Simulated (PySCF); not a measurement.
Assigning NMR signals

Atom-mapped SMILES (the numbers label the heavy atoms): `[CH3:1][O:2][C:3]([F:4])=[C:5]=[P:6][CH:7]1[CH2:8][CH2:9]1`; H(Xn) means a hydrogen on atom n. Ha(C8), Ha(C9) are cis to P6 on the ring; Hb(C8), Hb(C9) are trans to P6 on the ring.

PySCF calculation with GFN2-xTB structure and NMR shieldings at PBE0/pcSseg-1/GIAO; equivalent nuclei averaged, single conformer, non-relativistic, gas phase.

References, each an isolated molecule treated in the same way: TMS for $^{13}$C (σ = 186.93 ppm), $^{1}$H (σ = 31.72 ppm).

Problem. Assign these signals to the numbered atoms. $^{13}$C{$^{1}$H} NMR (computed): δ 245.0, 185.9, 55.3, 21.6, 18.7.

Solution. 
245.0 → C5, cumulene carbon
185.9 → C3, alkene carbon bearing oxygen: an sp2 carbon further deshielded by the attached heteroatom
55.3 → C1, methyl carbon bonded to O: the inductive effect lowers its shielding
21.6 → C7, three-membered-ring carbon: carbons of three-membered rings are unusually shielded
18.7 → C8/C9, three-membered-ring carbon

Problem. Assign these signals to the numbered atoms. $^{1}$H NMR (500 MHz, computed): δ 4.00 (s, 3H), 1.39 (m, 1H), 1.02 (m, 2H), 0.83 (m, 2H).

Solution. 
4.00 → H(C1), hydrogen on a methyl carbon bonded to O: its carbon carries O, hence the downfield position
1.39 → H(C7), hydrogen on a three-membered-ring carbon: cyclopropane-type protons are shielded by the ring
1.02 → Hb(C8)/Hb(C9), hydrogen on a three-membered-ring carbon
0.83 → Ha(C8)/Ha(C9), hydrogen on a three-membered-ring carbon

Splittings by $^{19}$F and $^{31}$P in the carbon and heteronuclear signals aren't shown, as no couplings were computed. Shifts are as computed. Against solution values, carbons near 30 ppm lie about +3 ppm off and those near 130 ppm about +5 ppm. Of 1211 compounds with measured shifts, 218 miss one by over three times the rms of a fit or turn the order of signals round; such compounds aren't used in these exercises. Multiplicities follow the n + 1 count of equivalent neighbours, as no J values were calculated; m marks all less simple cases, F and P coupling included.
